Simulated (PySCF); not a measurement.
# Working out the excitation energy of Be

Be [He] 2s2 (1S) → Be [He] 2p2 (3P). Calculation: PySCF 2.14, in x2c-QZVPPall (7s4p2d1f, 36 functions); scalar relativity by spin-free X2C-1e. Frozen: 1s2. Energies in hartree (1 hartree = 27.21139 eV):

```
            part  Be (lower)  Be (upper)
             UHF  -14.575517  -14.338702
CCSD correlation   -0.045843   -0.009012
             (T)    0.000000    0.000000
```

What does Hartree-Fock give?

(-14.338702) − (-14.575517) = 0.236815 hartree = 6.444 eV.

What do CCSD and CCSD(T) give?

The CCSD correlation energies differ by 0.036831 hartree = 1.002 eV and the triples by 0.000000 hartree = 0.000 eV, so CCSD gives 7.446 eV and CCSD(T) 7.446 eV.

Measured between the centres of the two terms (NIST): 7.401 eV, so CCSD(T) (valence) is off by 0.045 eV.

What remains against the reference includes basis incompleteness, the frozen core and higher excitations.
